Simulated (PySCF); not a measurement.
Compound: C₃H₇BO₂.
SMILES: `C[C@@H]1COBO1`

Jobs on this species (13 atoms, 46 electrons) with PySCF (density fitting). Hardware of each: Arm Neoverse V2, one thread, shared host. Times come from a shared host and carry two figures at best. Peak memory is the resident size of the whole Python process, interpreter and libraries included.

```
                                                                 level and settings                                                          work  basis functions  SCF cycles  wall time  peak memory
    delta-SCF UKS SCAN, pcX-1 on the ionised atom, pcseg-1 elsewhere, spin-free X2C                                 ΔSCF core ionisation, 6 holes              129           ?          ?            ?
delta-SCF UKS SCAN, def2-TZVP on the ionised atom, pcseg-1 elsewhere, spin-free X2C                                 ΔSCF core ionisation, 6 holes              136           ?          ?            ?
                                                 PBE0-D3(BJ)/def2-SVP, grid level 1  geometry optimisation from a GFN2-xTB start shaken at random              119          70       46 s     0.50 GiB
    delta-SCF UKS SCAN, pcX-2 on the ionised atom, pcseg-1 elsewhere, spin-free X2C                                 ΔSCF core ionisation, 6 holes              150         104       37 s     0.53 GiB
    delta-SCF UKS PBE0, pcX-2 on the ionised atom, pcseg-1 elsewhere, spin-free X2C                                 ΔSCF core ionisation, 6 holes              150          93       39 s     0.59 GiB
      delta-SCF UKS HF, pcX-2 on the ionised atom, pcseg-1 elsewhere, spin-free X2C                                 ΔSCF core ionisation, 6 holes              150          89       21 s     0.59 GiB
 delta-SCF UKS SCAN, pcX-2 on the ionised atom, pcseg-1 elsewhere, non-relativistic                                 ΔSCF core ionisation, 6 holes              150         104       36 s     0.59 GiB
   delta-SCF UKS B3LYP, pcX-2 on the ionised atom, pcseg-1 elsewhere, spin-free X2C                                 ΔSCF core ionisation, 6 holes              150          95       39 s     0.61 GiB
     delta-SCF UKS PBE, pcX-2 on the ionised atom, pcseg-1 elsewhere, spin-free X2C                                 ΔSCF core ionisation, 6 holes              150          99       22 s     0.59 GiB
```

Problem. Fill in the missing figures.

Solution. 
- delta-SCF UKS SCAN, pcX-1 on the ionised atom, pcseg-1 elsewhere, spin-free X2C; ΔSCF core ionisation, 6 holes: 31 s, 0.59 GiB, 103 SCF cycles
- delta-SCF UKS SCAN, def2-TZVP on the ionised atom, pcseg-1 elsewhere, spin-free X2C; ΔSCF core ionisation, 6 holes: 35 s, 0.59 GiB, 102 SCF cycles

Problem. What do all jobs in the table cost together?

Solution. About 5.1 min; the longest takes about 15 % of that, and about 2.2 times as long as the shortest.
